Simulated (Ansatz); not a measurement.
Relaxation of Zn₃H₁₂Se₃, a cluster cut from zinc blende ZnSe (hydrogen-capped) with RKS PBE0-D4/def2-SVP.

```sh
$ ansatz run in.yaml --threads 4 --pin off --events-out ev --progress --plain --max-ram 4787MiB
```

```yaml
crystal:
  periodic: [false, false, false]
  atoms:
    - {symbol: Zn, position_ang: [-1.296970, -1.300020, 2.704270]}
    - {symbol: Zn, position_ang: [2.690880, -1.295560, -1.291210]}
    - {symbol: Zn, position_ang: [-1.294100, 2.705160, -1.298040]}
    - {symbol: Se, position_ang: [-1.903440, 0.930270, 0.924690]}
    - {symbol: Se, position_ang: [0.939910, 0.949940, -1.917860]}
    - {symbol: Se, position_ang: [0.934050, -1.920150, 0.948420]}
    - {symbol: H, position_ang: [-2.332780, -2.337420, 2.217930]}
    - {symbol: H, position_ang: [-0.553320, -0.536980, 3.821370]}
    - {symbol: H, position_ang: [2.182200, -2.327100, -2.322460]}
    - {symbol: H, position_ang: [3.822210, -0.553660, -0.547330]}
    - {symbol: H, position_ang: [-2.331620, 2.216250, -2.332960]}
    - {symbol: H, position_ang: [-0.536620, 3.818780, -0.543110]}
    - {symbol: H, position_ang: [-3.287180, 0.671860, 0.667530]}
    - {symbol: H, position_ang: [-2.213500, 1.923310, 1.907300]}
    - {symbol: H, position_ang: [0.668040, 0.670820, -3.294230]}
    - {symbol: H, position_ang: [1.925590, 1.930070, -2.257420]}
    - {symbol: H, position_ang: [0.667710, -3.299950, 0.678810]}
    - {symbol: H, position_ang: [1.918950, -2.245630, 1.934310]}
basis:
  gaussian: {orbitals: def2-SVP}
hamiltonian: {xc: pbe0, dispersion: d4}
scf: {lower_state_search: "off"}
output: {orbitals: {seedname: orbitals}}
relax: {f_tol: 0.02, max_steps: 100}
```

It took 48 s on 4 threads of Intel Xeon on a shared host, peak host memory 1.2 GiB.

Positions (Å) and forces (eV/Å) at steps 1, 2, 4, 5 of 5:

```xyz
18
step=1 energy=-341412.6750 eV
Zn   -1.297   -1.300    2.704   -0.152   -0.137    0.307
Zn    2.691   -1.296   -1.291    0.308   -0.148   -0.150
Zn   -1.294    2.705   -1.298   -0.143    0.302   -0.148
Se   -1.903    0.930    0.925    1.086   -0.476   -0.463
Se    0.940    0.950   -1.918   -0.457   -0.461    1.104
Se    0.934   -1.920    0.948   -0.462    1.097   -0.464
H    -2.333   -2.337    2.218   -0.162   -0.166   -0.355
H    -0.553   -0.537    3.821    0.302    0.298    0.068
H     2.182   -2.327   -2.322   -0.356   -0.160   -0.162
H     3.822   -0.554   -0.547    0.067    0.296    0.297
H    -2.332    2.216   -2.333   -0.162   -0.346   -0.163
H    -0.537    3.819   -0.543    0.292    0.069    0.298
H    -3.287    0.672    0.668   -0.889   -0.208   -0.210
H    -2.213    1.923    1.907   -0.132    0.647    0.648
H     0.668    0.671   -3.294   -0.224   -0.234   -0.894
H     1.926    1.930   -2.257    0.650    0.649   -0.140
H     0.668   -3.300    0.679   -0.214   -0.886   -0.220
H     1.919   -2.246    1.934    0.647   -0.138    0.647
18
step=2 energy=-341412.9013 eV
Zn   -1.330   -1.325    2.763   -0.054   -0.046    0.091
Zn    2.760   -1.331   -1.328    0.091   -0.045   -0.042
Zn   -1.322    2.768   -1.324   -0.049    0.089   -0.048
Se   -1.756    0.855    0.853    0.071   -0.015   -0.019
Se    0.862    0.860   -1.757   -0.017   -0.011    0.083
Se    0.860   -1.754    0.866   -0.016    0.073   -0.018
H    -2.343   -2.341    2.129    0.041    0.036   -0.028
H    -0.500   -0.482    3.793    0.010    0.004   -0.051
H     2.106   -2.339   -2.337   -0.025    0.035    0.037
H     3.802   -0.504   -0.498   -0.055    0.003    0.002
H    -2.338    2.136   -2.339    0.037   -0.030    0.033
H    -0.486    3.795   -0.485    0.010   -0.054    0.007
H    -3.167    0.585    0.580   -0.178    0.009    0.007
H    -2.051    1.869    1.864   -0.088    0.106    0.108
H     0.579    0.565   -3.161    0.008    0.009   -0.181
H     1.872    1.868   -2.075    0.103    0.102   -0.093
H     0.582   -3.161    0.581    0.008   -0.178    0.008
H     1.870   -2.063    1.877    0.106   -0.089    0.105
18
step=4 energy=-341412.9576 eV
Zn   -1.347   -1.342    2.788    0.009    0.010   -0.022
Zn    2.784   -1.350   -1.345   -0.021    0.011    0.011
Zn   -1.340    2.792   -1.344    0.009   -0.023    0.010
Se   -1.868    0.911    0.908    0.005   -0.003   -0.003
Se    0.914    0.911   -1.868   -0.003   -0.003    0.005
Se    0.912   -1.866    0.917   -0.002    0.005   -0.003
H    -2.339   -2.338    2.105   -0.013   -0.013    0.002
H    -0.492   -0.482    3.774    0.004    0.003    0.018
H     2.087   -2.340   -2.334    0.002   -0.014   -0.014
H     3.783   -0.499   -0.495    0.017    0.003    0.003
H    -2.335    2.114   -2.340   -0.013    0.002   -0.013
H    -0.480    3.774   -0.483    0.004    0.017    0.003
H    -3.293    0.657    0.651    0.009    0.025    0.025
H    -2.149    1.932    1.928   -0.023   -0.016   -0.016
H     0.650    0.640   -3.288    0.025    0.025    0.009
H     1.931    1.929   -2.166   -0.016   -0.016   -0.022
H     0.653   -3.289    0.654    0.025    0.009    0.025
H     1.929   -2.155    1.937   -0.016   -0.022   -0.016
18
step=5 energy=-341412.9590 eV
Zn   -1.349   -1.343    2.780   -0.001   -0.001    0.001
Zn    2.775   -1.352   -1.348    0.001   -0.001   -0.001
Zn   -1.341    2.783   -1.346   -0.001    0.001   -0.001
Se   -1.875    0.913    0.910   -0.013    0.007    0.007
Se    0.914    0.912   -1.875    0.007    0.006   -0.014
Se    0.914   -1.873    0.917    0.007   -0.013    0.007
H    -2.344   -2.342    2.100    0.001    0.002    0.001
H    -0.497   -0.488    3.776   -0.002   -0.002   -0.004
H     2.084   -2.346   -2.339    0.001    0.002    0.001
H     3.782   -0.504   -0.501   -0.004   -0.002   -0.002
H    -2.339    2.109   -2.344    0.001    0.001    0.002
H    -0.485    3.774   -0.489   -0.002   -0.004   -0.002
H    -3.306    0.677    0.672    0.007    0.000    0.000
H    -2.144    1.935    1.931    0.006   -0.004   -0.004
H     0.670    0.663   -3.302    0.000    0.000    0.006
H     1.934    1.932   -2.157   -0.004   -0.004    0.007
H     0.674   -3.302    0.676    0.000    0.006    0.000
H     1.932   -2.147    1.940   -0.004    0.007   -0.004
```
